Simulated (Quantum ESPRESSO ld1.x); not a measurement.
Results of a calculation; reference values are marked as such.
The run below uses ld1.x (Quantum ESPRESSO 7.5).

```
 &input
    atom='Ar',
    iswitch=1,
    rel=0,
    lsd=1,
    dft='SLA-VWN',
    config='[Ne] 3s1 3p6',
    verbosity='high',
    prefix='ld1',
    max_out_wfc=37,
    file_charge='ld1.rho',
 /
```

Command: `OMP_NUM_THREADS=1 ld1.x < ld1.in > ld1.out`

Standard output:

```
     Program LD1 v.7.5 starts

     --------------------------- All-electron run ----------------------------

     atomic number is 18.00
     dft =SLA-VWN   lsd =1 sic =0 latt =0  beta=0.20 tr2=1.0E-14
     Exchange-correlation= SLA-VWN
                           (   1   2   0   0   0   0   0)
     mesh =1813 r(mesh) = 100.04582 a.u. xmin = -7.00 dx = 0.00800
     1 Ry =  13.60569312 eV

     n l     nl                  e(Ry)          e(Ha)          e(eV)
     1 0     1S 1( 1.00)    -228.734190099    -114.367095050  -3112.0871972
     2 0     2S 1( 1.00)     -22.704471901     -11.352235950   -308.9100772
     2 1     2P 1( 3.00)     -18.003428949      -9.001714475   -244.9491294
     3 0     3S 1( 1.00)      -2.761011017      -1.380505508    -37.5654686
     3 1     3P 1( 3.00)      -1.708790347      -0.854395174    -23.2492771
     1 0     1S 2( 1.00)    -228.708909579    -114.354454790  -3111.7432382
     2 0     2S 2( 1.00)     -22.677386767     -11.338693384   -308.5415652
     2 1     2P 2( 3.00)     -17.976377807      -8.988188904   -244.5810799
     3 0     3S 2( 0.00)      -2.672443755      -1.336221877    -36.3604496
     3 1     3P 2( 3.00)      -1.631380501      -0.815690251    -22.1960625

     final scf error:  8.9E-15 reached in  22 iterations

     Etot =   -1049.681169 Ry,    -524.840584 Ha,  -14281.639856 eV
     Total magnetization:    1.00 Bohr mag.

     Ekin =    1047.794843 Ry,     523.897421 Ha,   14255.975085 eV
     Encl =   -2484.586101 Ry,   -1242.293050 Ha,  -33804.516024 eV
     Eh   =     444.704692 Ry,     222.352346 Ha,    6050.515565 eV
     Exc  =     -57.594602 Ry,     -28.797301 Ha,    -783.614482 eV

     normalization and overlap integrals

     s(1S/1S) =  1.000000  <r> =   0.0864  <r2> =    0.0100  r(max) =   0.0565
     s(1S/2S) = -0.000000
     s(1S/3S) =  0.000000
     s(2S/2S) =  1.000000  <r> =   0.4178  <r2> =    0.2072  r(max) =   0.3415
     s(2S/3S) =  0.000000
     s(2P/2P) =  1.000000  <r> =   0.3780  <r2> =    0.1776  r(max) =   0.2819
     s(2P/3P) = -0.000000
     s(3S/3S) =  1.000000  <r> =   1.3649  <r2> =    2.1552  r(max) =   1.1614
     s(3P/3P) =  1.000000  <r> =   1.5323  <r2> =    2.7766  r(max) =   1.2481
     s(1S/1S) =  1.000000  <r> =   0.0864  <r2> =    0.0100  r(max) =   0.0565
     s(1S/2S) = -0.000000
     s(1S/3S) =  0.000000
     s(2S/2S) =  1.000000  <r> =   0.4176  <r2> =    0.2069  r(max) =   0.3415
     s(2S/3S) =  0.000000
     s(2P/2P) =  1.000000  <r> =   0.3778  <r2> =    0.1774  r(max) =   0.2819
     s(2P/3P) = -0.000000
     s(3S/3S) =  1.000000  <r> =   1.3753  <r2> =    2.1916  r(max) =   1.1614
     s(3P/3P) =  1.000000  <r> =   1.5548  <r2> =    2.8661  r(max) =   1.2581

     ------------------------ End of All-electron run ------------------------
```

Run on one thread of a shared host, so times are rough (Intel(R) Xeon(R) Processor @ 2.60GHz): 0.55 s of CPU time, 0.79 s wall, 22 iterations on 1813 mesh points.
